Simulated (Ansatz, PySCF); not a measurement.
Spin states of FOTa (SMILES [O]=[Ta][F]), each relaxed with B3LYP-D3(BJ)/def2-TZVP.
State 1 (charge 0, multiplicity 1):
```
atom    x (Å)    y (Å)    z (Å)
----  -------  -------  -------
Ta     0.3647  -0.1056   0.5530
O      1.0183  -0.2050  -1.0142
F     -1.4161   0.3580   0.3908
```
State 2 (charge 0, multiplicity 3):
```xyz
3

Ta     0.338    -0.096     0.478
O      1.134    -0.234    -1.039
F     -1.506     0.377     0.490
```

Singlets are restricted, other states unrestricted; no spin–orbit coupling, no relativity up to Kr; see below for the cores. The largest T1 diagnostic is 0.027.

Correlated levels freeze the inner cores; with def2 sets outer-core shells near the valence are correlated too.

Codes used: Ansatz (an electronic-structure program); PySCF for the dispersion terms. Each number belongs to the level named beside it. In def2 rows elements past Kr take small-core potentials, without spin–orbit coupling.

Task: One of these levels gives -0.239 eV for the energy of the multiplicity-3 state less that of the multiplicity-1 state. Which?
A) PBE0-D3(BJ)/def2-TZVPP
B) r2SCAN-D3(BJ)/def2-TZVPP
C) r2SCANh/def2-TZVPP
D) B2PLYP-D3(BJ)/def2-TZVPP

Result: B, r2SCAN-D3(BJ)/def2-TZVPP. The others give -0.271 (r2SCANh/def2-TZVPP), -0.070 (PBE0-D3(BJ)/def2-TZVPP), 0.216 (B2PLYP-D3(BJ)/def2-TZVPP)

Doubts at one or more of the structures used: a restricted determinant that unrestricted orbitals would lower (B2PLYP-D3(BJ)/def2-TZVPP).
